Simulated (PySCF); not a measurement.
C₃H₉N, charge +1, doublet, at a GFN2-xTB geometry (a state made from the parent by changing its charge; the spin is typed, not shown lowest). Base run: WB97X/STO-3G run with PySCF.

PySCF was given this input:
```python
from pyscf import gto, scf, dft

mol = gto.Mole()
mol.atom = '''
    C    -1.87761304   -0.02967552    0.29886607
    C    -0.54527468   -0.43039412   -0.28775865
    N     0.53940486    0.31372074    0.19558742
    C     1.87421445    0.14178183   -0.20822487
    H    -2.11070859    1.01066545    0.07631984
    H    -2.66859392   -0.64768885   -0.11588086
    H    -1.88719452   -0.15115959    1.38109159
    H    -0.35656097   -1.50775647   -0.11393147
    H    -0.57203590   -0.36416711   -1.39247380
    H     0.34705931    1.03011919    0.88915306
    H     2.28186136    1.07888124   -0.61359215
    H     1.96655349   -0.64844603   -0.95182811
    H     2.51582523   -0.08676611    0.65473459
'''
mol.basis = 'sto-3g'
mol.charge = 1
mol.spin = 1
mol.verbose = 3
mol.build()

mf = dft.UKS(mol)
mf.xc = 'wb97x'
mf.kernel()
```

Each row names what was changed in the base input (with any setting that the change needs).

| change | ΔE vs base (µEh) | grid points | electrons on the grid |
|---|---|---|---|
| base | 0.0 | 144528 | 32.99996 |
| grids.prune = off | -0.9 | 226504 | 32.99996 |
| grids.level = 4 | -2.3 | 255072 | 33.00000 |
| grids.atom_grid = (30, 110) | 2064 | 32040 | 33.00029 |
| grids.radi_method = mura_knowles | -0.5 | 138696 | 32.99996 |
| grids.radi_method = delley | -1.4 | 157096 | 32.99996 |
| grids.prune = dft.gen_grid.treutler_prune | -130 | 123720 | 32.99997 |
| grids.atom_grid = (75, 302) | 0.4 | 189800 | 32.99996 |
| grids.level = 1 | 2.1 | 42912 | 32.99986 |
| grids.atom_grid = (50, 194) | 48.4 | 86000 | 32.99983 |
| grids.atom_grid = (99, 590) | -1.9 | 423576 | 33.00000 |

Open shells are given as the SCF converged; they aren't shown to be the lowest states, and a large step between rows can be another state.
